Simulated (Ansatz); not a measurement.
C₂H₆ClGe, SMILES [Ge]([Cl])([CH3])[CH3] (connectivity only; charge and spin as stated), charge +1, multiplicity 1.

Geometry optimised at B3LYP-D3(BJ)/def2-SVP. The multiplicity is an assumed one; no other spin state was optimised. The isomer is the one that the SMILES or the coordinates give; other isomers of the formula were not compared.

Two levels are set side by side: PBE/def2-SVPD (Ansatz, a first-principles code) and PBE0/def2-SVPD (Ansatz). Energy differences of separate SCF runs at the same geometry; the states with an electron removed or added have multiplicity 2 and 2. Differences are taken from unrounded values.

```
quantity                            PBE0
---------------------------------  -----
vertical ionisation energy (eV)    16.38
vertical electron affinity (eV)     6.14
vertical singlet–triplet gap (eV)   4.46
```

Task: What does PBE give, and how far is it from PBE0? (An estimate is asked for; the answer gives what the named calculation found.)

Result: 
```csv
quantity,PBE,PBE minus PBE0
vertical ionisation energy (eV),16.03,-0.35
vertical electron affinity (eV),6.04,-0.09
vertical singlet–triplet gap (eV),4.18,-0.28
```
